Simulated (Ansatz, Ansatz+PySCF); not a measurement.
```yaml
atoms:
  - { symbol: C, position_ang: [0.0000, 0.0000, -0.5559] }
  - { symbol: C, position_ang: [0.0000, 0.0000, 0.5559] }
  - { symbol: H, position_ang: [0.0000, 0.0000, -1.5449] }
  - { symbol: H, position_ang: [0.0000, 0.0000, 1.5449] }
```

Basis set: def2-SVP (spherical functions). Frozen core: 2 orbitals. Charge 0, multiplicity 1.

Computed with Ansatz (development build ahead of 0.2.0); each method stands on the lowest determinant of its kind that the runs found. Restricted open shells among the atoms or ions are ROHF, correlated in semicanonical orbitals with singles.

The atomization energy at this shape (free ground-state atoms in the same class of orbitals less the molecule, no zero-point energy) of singlet C2H2:

| method | atomization energy |
| --- | --- |
| RHF-MP2 | 16.05 eV |
| RHF | 12.37 eV |
| UHF | 12.15 eV |

(1) What does RHF-CCSD(T) give?

Results:

(1) 15.69 eV. Caution: the shape is not the minimum.
